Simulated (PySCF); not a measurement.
C5H4NO: g tensor and hyperfine couplings

Species: C5H4NO (doublet state).
Structure used (GFN2-xTB), in Å, numbered top down from 1:
```
atom  x, y, z in Å
N1     2.9346    0.5572   -0.0032
C2     1.7513    0.4509   -0.2730
C3     0.4379    0.2165   -0.0759
C4    -0.2425   -1.0198   -0.0881
C5    -1.6021   -0.7067    0.0220
C6    -1.6979    0.6549    0.0795
O7    -0.4742    1.2346    0.0127
H8     3.6338    0.6868   -0.7310
H9     0.2172   -1.9834   -0.1525
H10   -2.4160   -1.4030    0.0542
H11   -2.5367    1.3146    0.1692
```

The hyperfine couplings belong to this conformer and change with its torsions.

The species is `[H]/N=[C]/c1ccco1` [radical].

Computed with PySCF, UKS B3LYP, pcH-1 on C H N O, non-relativistic, mean-field spin-orbit, GIAO. The structure is a single GFN2-xTB conformer in the gas phase; no vibrational or solvent corrections. A GFN2-xTB geometry isn't a minimum of the functional, and hyperfine couplings can be far from their values at a DFT geometry. The frame is twisted about the C2–C3 bond at this geometry (dihedral N1–C2–C3–C4 = -84°); couplings at other torsion angles weren't computed. No stability test was run, so a lower SCF solution isn't excluded. ⟨S²⟩ is 0.773 where a pure state has 0.75.

- g1, g2, g3: 2.00001, 2.00218, 2.00342
- g_iso: 2.00187
- Form of g: rhombic: the two nearest values differ by 36 % of g3 − g1
- ⟨S²⟩: 0.7730 (exact 0.7500)
- α and β electrons: 25, 24

Hyperfine couplings atom by atom, in MHz; T1 to T3 are the principal values of the dipolar part:

```
atom  isotope  a_iso     T1     T2    T3  Mulliken spin population
  N1      14N   17.4   -9.3   -7.0  16.3                      0.08
  C2      13C   53.0  -44.0  -39.8  83.8                      0.46
  C3      13C  -23.9  -23.9    8.4  15.4                     -0.15
  C4      13C   34.6  -29.8  -29.7  59.5                      0.37
  C5      13C  -25.1  -15.6    7.3   8.3                     -0.14
  C6      13C   27.4  -27.0  -25.6  52.6                      0.30
  O7      17O   -7.2  -22.8   10.3  12.5                      0.05
  H8       1H  138.7   -8.5   -5.1  13.7                      0.04
  H9       1H  -25.1  -13.2   -0.9  14.1                     -0.02
 H10       1H    6.0   -2.7    0.0   2.8                      0.00
 H11       1H  -23.0  -13.0   -0.5  13.5                     -0.01
```

The largest Mulliken spin populations are on C2 (+0.46), C4 (+0.37), C6 (+0.30) and C3 (-0.15). Three atoms exceed +0.15. The positive populations add up to 1.31 and the negative ones to -0.31, together 2S = 1.

The SMILES `[H]/N=[C]/c1ccco1` draws the unpaired electron on C2, whose computed spin population is only +0.46.

Axes: g1 points within 4° of the C2–C3 bond and g3 points within 4° of the C5–C6 bond.

Under fast tumbling the dipolar parts average out, and these isotropic splittings remain: 1 × 1H (H8, I = 1/2, 2 lines) with 4.95 mT, 1 × 1H (H9, I = 1/2, 2 lines) with 0.90 mT, 1 × 1H (H11, I = 1/2, 2 lines) with 0.82 mT, 1 × 14N (N1, I = 1, 3 lines) with 0.62 mT and 1 × 1H (H10, I = 1/2, 2 lines) with 0.21 mT.

The 17O coupling of O7 (-7.2 MHz) shows only in satellite lines or after enrichment, since that isotope makes up about 0.038 % of natural oxygen.

The 13C coupling of C2 (53.0 MHz) shows only in satellite lines or after enrichment, since that isotope makes up about 1.07 % of natural carbon.

The spin density at the nucleus, in bohr⁻³, is negative for C5 (-0.0223), C3 (-0.0213) and H9 (-0.0056), for instance. A restricted open-shell determinant has no negative spin density anywhere; here it arises because α and β orbitals differ (spin polarisation).
